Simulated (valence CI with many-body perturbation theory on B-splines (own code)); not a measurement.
## Basis-set convergence for Sn XLVI

Computed by relativistic CI+MBPT: three valence electrons over a frozen Dirac-Fock core [He], radial functions for each j: 9 s, 9 p, 8 d, 6 f, 3 g, 1 h, with the one-electron correlation potential Σ1, the two-electron term Σ2, the three-electron term Σ3, Breit, model QED; selected CI, second order for the rest, scaled by the run's own slope (own B-spline code, finite nucleus).

No measured spectrum was set against this ion. As an estimate, large intervals hold to a few tenths of a per cent, small ones and those within an open d or f shell to about a per cent.

The reference run has the lowest level (2s^2 2p1/2) J=1/2 and an ionisation energy of 7785.71 eV. Its largest variational space holds 9379 state functions.

Levels are named by their leading jj configuration (3d3/2^4 stands for four electrons in 3d with j = 3/2), which in mixed levels can hold well under half, so a name can repeat and another be missing. Letters in brackets count levels of one name in rising energy.

Changed runs:
A. basis 6 s, 6 p, 5 d, 3 f, 1 g
B. basis 5 s, 5 p, 4 d, 2 f

Excitation energies of the reference run in cm⁻¹, and shifts in cm⁻¹:

```tsv
Level	Reference	A	B
(2s 2p1/2^2) J=1/2	1171830	-73	-156
(2s^2 2p3/2) J=3/2	2062550	+3.8	-30
(2s 2p1/2 2p3/2) J=3/2 [a]	2883180	-161	-498
(2s 2p1/2 2p3/2) J=5/2	3118520	+11	-57
(2s 2p1/2 2p3/2) J=3/2 [b]	3489350	+109	+337
(2s 2p1/2 2p3/2) J=1/2	3501860	+49	+188
(2p1/2^2 2p3/2) J=3/2	4759770	+2.6	+93
(2s 2p3/2^2) J=5/2	5093350	-32	-163
(2s 2p3/2^2) J=1/2	5635790	+64	+306
(2s 2p3/2^2) J=3/2	5644680	+102	+321
(2p1/2 2p3/2^2) J=3/2	6593580	-69	-205
(2p1/2 2p3/2^2) J=5/2	6742590	+102	+257
Ionisation energy (eV)	7785.71	-0.01	-0.06
```
